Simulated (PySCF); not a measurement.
Al(Cl)(Me)(Et) (C₃H₈AlCl), SMILES [Cl][Al]([CH3])[CH2]C. Heavy atoms are numbered as in [Al:1]([Cl:2])([CH3:3])[CH2:7][CH3:8]. Hydrogens are named by the atom that carries them.

Geometry: B3LYP-D3(BJ)/def2-SVP. The values are those of a single conformer.

Computed with PySCF with PBE/pcSseg-1.

GIAO shieldings, no solvent; atoms alike by connectivity are averaged. δ = σ(ref) − σ: ³⁵Cl against HCl (σ = 936.5 ppm); ¹³C against TMS (σ = 182.0 ppm); ¹H against TMS (σ = 31.49 ppm), references at their B3LYP-D3(BJ)/def2-TZVP geometries, non-relativistic (without spin–orbit terms, shifts of atoms bonded to Cl or Br come out too high).

| atoms | nucleus | count | δ (ppm) |
|---|---|---|---|
| Cl2 | ³⁵Cl | 1 | 84.4 |
| C8 (CH3) | ¹³C | 1 | 12.8 |
| C7 (CH2) | ¹³C | 1 | (withheld) |
| C3 (CH3) | ¹³C | 1 | (withheld) |
| H on C8 | ¹H | 3 | 1.46 |
| H on C7 | ¹H | 2 | 0.72 |
| H on C3 | ¹H | 3 | (withheld) |

### Question
What belongs in the gaps? (An estimate is asked for; the answer gives what the named calculation found.)

### Answer

- C7 (CH2), δ (ppm): 12.2
- C3 (CH3), δ (ppm): -5.6
- H on C3, δ (ppm): 0.09
